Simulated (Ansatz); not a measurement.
Basis-set extrapolation for CH₁₀N₂Si₂, SMILES `NC([SiH3])N[SiH3]` (PBE0-D4/def2-TZVP geometry, frozen core, Ansatz 0.2.0). Multiplicity 1, RHF reference.

```csv
,def2-TZVPP,def2-QZVPP
HF,-730.531325,-730.557159
MP2 correlation,-0.860404,-0.920527
CCSD(T) correlation,-0.957847,not run
```

Energies in hartree. Use E(X) = E(∞) + A·exp(−7.88·√X) for Hartree–Fock and E(X) = E(∞) + B·X^(−2.97) for correlation, with X = 3 and 4, and add CCSD(T) minus MP2 of the smaller set to the MP2 limit.

Question: What is the CCSD(T) energy at the basis-set limit?

Answer: HF limit: -730.557159 + (-0.025834) × 0.13774 = -730.56072. MP2 limit: -0.920527 + (-0.060123) × 0.74074 = -0.96506. Higher-order term: -0.957847 − (-0.860404) = -0.09744. Total: -731.62322 hartree, 351.9 kJ/mol below CCSD(T)/def2-TZVPP.
